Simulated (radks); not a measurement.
Q: These are the eigenvalues of the occupied orbitals of an atom or ion with whole-number occupations (eV). Calculated with a radial shooting solver on a logarithmic mesh with Libxc functionals: Dirac Kohn-Sham, LDA (Slater exchange, Perdew-Wang correlation), spin-unpolarised, spherical densities, finite nucleus; Fermi nuclear charge, rms radius of each element as measured or else 0.836 A^(1/3) + 0.57 fm.

orbital  eigenvalue
1s1/2     -17797.50
2s1/2     -2471.891
2p1/2     -2265.094
2p3/2     -2179.388
3s1/2     -410.0905
3p1/2     -333.0587
3p3/2     -319.3929
3d3/2     -183.0086
3d5/2     -180.5098
4s1/2      -61.1834
4p1/2      -40.4155
4p3/2      -38.6100
4d3/2      -10.2331
5s1/2      -10.1990

Which element is it, and in what charge state? The configuration may be excited. Open shells, if any, fill j = l - 1/2 first.

A: Z = 40, zirconium, charge +1: Zr+ in [Kr] 4d2 5s1. The list shows which subshells hold electrons but not how many an open one holds; the 1s level, -654.05 hartree, gives Z - s = 36.2 by -(Z - s)^2/2, which with screening and relativity narrows Z to a few neighbours, and the depths of the outer levels then fix element, charge and occupations together.
